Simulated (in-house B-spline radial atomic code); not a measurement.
Radial electron density of Lu2+, [Xe] 4f14 6s1. Computed with an all-electron radial atomic-structure program (B-spline basis): scalar-relativistic (X2C) LDA PW92, spin-polarised, spherical fractional occupations, Fermi nucleus of rms radius 5.37 fm.

One-electron X2C: radii and densities carry no picture-change correction, so inner-shell <1/r> comes out high (for 1s by about 2 % at Z = 33, 5 % at 54, 10 % at 75, 30 % at 118) and <r> low.

Columns: r (bohr), 4πr²n(r) (electrons per bohr), bar.

```
0.000441    3.247 #
0.000552    4.473 ##
 0.00069    6.124 ##
0.000864    8.366 ###
 0.00108    11.34 ####
 0.00135    15.26 #####
 0.00169    20.39 #######
 0.00212    27.02 #########
 0.00265    35.15 ############
 0.00332    45.04 ###############
 0.00415    56.31 ###################
 0.00519    68.53 #######################
  0.0065    80.66 ############################
 0.00813    90.93 ###############################
  0.0102    97.56 #################################
  0.0127    98.85 ##################################
  0.0159    94.93 ################################
  0.0199    88.35 ##############################
  0.0249     84.6 #############################
  0.0312    89.69 ###############################
   0.039    104.8 ####################################
  0.0488    122.5 ##########################################
  0.0611    128.9 ############################################
  0.0765    117.5 ########################################
  0.0957      101 ##################################
    0.12    100.6 ##################################
    0.15      114 #######################################
   0.187      112 ######################################
   0.235    82.34 ############################
   0.293    58.37 ####################
   0.367    61.41 #####################
   0.459    67.79 #######################
   0.575    54.36 ###################
   0.719    33.48 ###########
     0.9    20.53 #######
    1.13    14.12 #####
    1.41    8.943 ###
    1.76    4.425 ##
    2.21    1.757 #
    2.76   0.7694 
    3.45   0.3815 
    4.32   0.1451 
    5.41  0.03161 
    6.77 0.003385 
    8.47 0.0001547 
    10.6 2.509e-06
```

On this grid the curve has 4 maxima, near 0.0127, 0.0611, 0.15, 0.459 bohr.

The 6s up radial function P(r) = rR(r), positive near the nucleus:

```tsv
r (bohr)	P
0.000282	0.01105
0.000441	0.01528
0.00069	0.02095
0.00108	0.02843
0.00169	0.03794
0.00265	0.04932
0.00415	0.06117
0.0065	0.06984
0.0102	0.06783
0.0159	0.04414
0.0249	-0.01015
0.039	-0.0792
0.0611	-0.0962
0.0957	0.01317
0.15	0.1436
0.235	0.01084
0.367	-0.2095
0.575	0.03726
0.9	0.3432
1.41	-0.01222
2.21	-0.5909
3.45	-0.5818
5.41	-0.1774
8.47	-0.01244
```
